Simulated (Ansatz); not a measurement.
PdBr₂. Total charge 0; singlet. Geometry r2SCAN-D4/def2-TZVP, basis def2-TZVP, Ansatz.

```csv
atom,x (Å),y (Å),z (Å)
Pd1,0.057,0.076,1.008
Br2,-1.561,0.762,-0.477
Br3,1.504,-0.838,-0.530
```

| run | HOMO (eV) | LUMO (eV) |
| --- | --- | --- |
| A | -6.20 | -5.54 |
| B | -6.26 | -5.64 |
| C | -6.54 | -5.68 |
| D | -6.46 | -5.91 |
| E | -7.67 | -4.87 |
| F | -7.08 | -5.37 |

In the def2 sets Pd takes a core potential; there is no spin–orbit coupling. At revPBE-D4/def2-TZVP a triplet of charge 0 lies 0.10 eV below the restricted singlet, each at its own geometry. The structure comes from a short search, and lower isomers may exist.

Question: The runs used LDA (SPW92), PBE, PBE0, r2SCAN, r2SCANh, revPBE. Estimate which is which.

Answer: A revPBE (0 % exact exchange); B PBE (0 % exact exchange); C r2SCAN (0 % exact exchange); D LDA (SPW92) (0 % exact exchange); E PBE0 (25 % exact exchange); F r2SCANh (10 % exact exchange). Exact exchange lowers occupied and raises empty levels; among semilocal functionals meta-GGAs tend to open the gap a little, and such runs are hard to tell apart. The gap grows from 0.55 eV (LDA (SPW92)) to 2.80 eV (PBE0). This restricted singlet of an open-shell metal (gap down to 0.55 eV) wasn't tested against broken symmetry.
